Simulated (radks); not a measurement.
Results of a calculation; reference values are marked as such.
Species: Ti12+. Configuration: [Ne].

Level of theory: non-relativistic Kohn-Sham, r2SCAN, spin-polarised, spherical densities, point nucleus; meta-GGA in the generalised Kohn-Sham scheme (a radial shooting solver on a logarithmic mesh with Libxc functionals).

Energy parts (hartree):
total: -791.21657
kinetic: 790.83306
electron-nucleus: -1742.72611
Hartree: 194.32407
exchange-correlation: -33.64759

Orbitals (lengths in bohr, moments of r in powers of bohr; r(90%) holds 90 % of the orbital's charge):
orbital  occ.  eigenvalue (hartree)  r(90%)      <r>      <r^4>
1s          2             -190.4568   0.125  0.07013  0.0001117
2s          2             -30.96241   0.498   0.3219    0.02562
2p          6             -27.75238   0.465   0.2847    0.01969

The highest occupied level is 2p at -755.18 eV. Summed over all electrons, <r^2> = 0.8528 bohr^2, which gives a Langevin (diamagnetic) susceptibility term of -0.675 x 10^-6 cm^3/mol.
